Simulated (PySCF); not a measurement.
Polarisability and C₆ of Te (tellurium, neutral)

[Kr] 4d10 5s2 5p3 6s1, high-spin 5S determinant (an excited configuration). Computed with PySCF 2.14 in x2c-QZVPPall with one added diffuse shell each of s, p, d, f type (14s10p8d5f1g, 128 functions), with scalar relativity by spin-free X2C-1e. Coupled (time-dependent) response in atomic units; α is the mean over directions.

| method | mean α (bohr³) | C₆ (like pair) | S(−4) |
| --- | --- | --- | --- |
| PBE0 | 632.6 | 13200 | 361300 |

S(−4) is the Cauchy moment in α(ω) = α(0) + S(−4) ω² + …

α(iu) at PBE0:

```json
{"u (hartree)": "0", "α(iu) (bohr³)": "632.6"}
{"u (hartree)": "0.0500", "α(iu) (bohr³)": "268.0"}
{"u (hartree)": "0.100", "α(iu) (bohr³)": "109.2"}
{"u (hartree)": "0.200", "α(iu) (bohr³)": "43.20"}
{"u (hartree)": "0.300", "α(iu) (bohr³)": "26.79"}
{"u (hartree)": "0.500", "α(iu) (bohr³)": "14.76"}
{"u (hartree)": "0.750", "α(iu) (bohr³)": "8.793"}
{"u (hartree)": "1.00", "α(iu) (bohr³)": "5.957"}
{"u (hartree)": "1.50", "α(iu) (bohr³)": "3.416"}
{"u (hartree)": "2.00", "α(iu) (bohr³)": "2.308"}
{"u (hartree)": "3.00", "α(iu) (bohr³)": "1.319"}
{"u (hartree)": "5.00", "α(iu) (bohr³)": "0.6202"}
```

A single London oscillator, α(iu) = α/(1 + u²/ω²), gives C₆ = (3/4) ω α². Matching the computed C₆ needs ω = 4 × 13200 / (3 × 632.6²) = 0.0440 hartree.

The outer electron is Rydberg-like, and this basis confines it to a smaller radius and binds it less than a complete one would.
